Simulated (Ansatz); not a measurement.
Basis-set extrapolation for C₃H₆BN, SMILES `BC1C=CN1` (PBE0-D4/def2-TZVP geometry, frozen core, Ansatz). Multiplicity 1, RHF reference.

```tsv
	def2-TZVPP	def2-QZVPP
HF	-196.197880	-196.206839
MP2 correlation	-0.806024	-0.857256
CCSD(T) correlation	-0.875094	not run
```

Energies in hartree. Use E(X) = E(∞) + A·exp(−7.88·√X) for Hartree–Fock and E(X) = E(∞) + B·X^(−2.97) for correlation, with X = 3 and 4, and add CCSD(T) minus MP2 of the smaller set to the MP2 limit.

Question: What is the CCSD(T) energy at the basis-set limit?

Answer: HF limit: -196.206839 + (-0.008959) × 0.13774 = -196.20807. MP2 limit: -0.857256 + (-0.051232) × 0.74074 = -0.89521. Higher-order term: -0.875094 − (-0.806024) = -0.06907. Total: -197.17235 hartree, 260.9 kJ/mol below CCSD(T)/def2-TZVPP.
